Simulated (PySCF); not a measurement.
triaminosilyl (H6N3Si), SMILES [Si](N)(N)N, multiplicity 2. Geometry optimised at B3LYP-D3(BJ)/def2-SVP. One conformer was computed; it need not be the lowest.

Calculation: PySCF 2.14.0 with B3LYP-D3(BJ)/def2-SVP.

Harmonic wavenumbers (cm⁻¹): 164, 164, 270, 270, 319, 388, 427, 427, 459, 726, 791, 791, 816, 871, 871, 1531, 1532, 1535, 3542, 3543, 3543, 3642, 3642, 3642. Rotational constants (GHz): 6.326, 6.326, 3.562; symmetry number 3.

Q: Work out the zero-point energy and the ideal-gas rigid-rotor harmonic-oscillator thermochemistry at 298.15 K and 1 atm.

A: ZPE = ½ Σ hcν = ½ × 33903 cm⁻¹ = 202.79 kJ/mol. H − E(el) = 223.66 kJ/mol. Entropy in J/(mol K): translation 162.78, rotation 96.41, vibration 59.76, spin 5.76, total 324.71. G − E(el) = 126.85 kJ/mol. Cp = 110.87 J/(mol K).
